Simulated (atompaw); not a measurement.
**Reading a pseudo-wave (lanthanum)**

Columns: radius, all-electron u(r) and pseudo u(r) of the 4f shell (level -4.34 eV) of lanthanum in the configuration [Kr] 4d10 4f0 5s2 5p6 5d1 6s2 6p0; PBE, scalar-relativistic, PAW (atompaw) scheme, atompaw 4.2.0.5.

```json
{"r (bohr)": "0.115", "all-electron": "0.0533", "pseudo": "0.0006"}
{"r (bohr)": "0.231", "all-electron": "0.2779", "pseudo": "0.0095"}
{"r (bohr)": "0.346", "all-electron": "0.5412", "pseudo": "0.0435"}
{"r (bohr)": "0.462", "all-electron": "0.7458", "pseudo": "0.1204"}
{"r (bohr)": "0.577", "all-electron": "0.8658", "pseudo": "0.2445"}
{"r (bohr)": "0.692", "all-electron": "0.9142", "pseudo": "0.4032"}
{"r (bohr)": "0.808", "all-electron": "0.9130", "pseudo": "0.5670"}
{"r (bohr)": "0.923", "all-electron": "0.8819", "pseudo": "0.6953"}
{"r (bohr)": "1.038", "all-electron": "0.8347", "pseudo": "0.7620"}
{"r (bohr)": "1.154", "all-electron": "0.7798", "pseudo": "0.7636"}
{"r (bohr)": "1.269", "all-electron": "0.7233", "pseudo": "0.7222"}
{"r (bohr)": "1.385", "all-electron": "0.6670", "pseudo": "0.6670"}
{"r (bohr)": "1.500", "all-electron": "0.6130", "pseudo": "0.6130"}
{"r (bohr)": "1.615", "all-electron": "0.5617", "pseudo": "0.5617"}
{"r (bohr)": "1.731", "all-electron": "0.5130", "pseudo": "0.5130"}
{"r (bohr)": "1.846", "all-electron": "0.4682", "pseudo": "0.4682"}
{"r (bohr)": "1.962", "all-electron": "0.4264", "pseudo": "0.4264"}
{"r (bohr)": "2.077", "all-electron": "0.3884", "pseudo": "0.3884"}
{"r (bohr)": "2.192", "all-electron": "0.3537", "pseudo": "0.3537"}
{"r (bohr)": "2.308", "all-electron": "0.3218", "pseudo": "0.3218"}
{"r (bohr)": "2.423", "all-electron": "0.2932", "pseudo": "0.2932"}
{"r (bohr)": "2.538", "all-electron": "0.2673", "pseudo": "0.2673"}
{"r (bohr)": "2.654", "all-electron": "0.2436", "pseudo": "0.2436"}
{"r (bohr)": "2.769", "all-electron": "0.2225", "pseudo": "0.2225"}
{"r (bohr)": "2.885", "all-electron": "0.2032", "pseudo": "0.2032"}
{"r (bohr)": "3.000", "all-electron": "0.1859", "pseudo": "0.1859"}
```

Question: How many radial nodes do the two functions have?

Answer: The all-electron 4f function has n − l − 1 = 0; the pseudo-wave has 0.

Question: At about which radius was the pseudo-wave matched?

Answer: 1.40 bohr, where the columns begin to agree (steps of 0.12 bohr).

Question: Where does each function peak?

Answer: Outermost all-electron maximum near 0.69 bohr, pseudo maximum near 1.15 bohr (to the table’s step).

Question: Is the pseudo-wave norm-conserving?

Answer: No, it belongs to a PAW set: the norm inside the radius is not constrained, and the difference is carried by the augmentation charge.
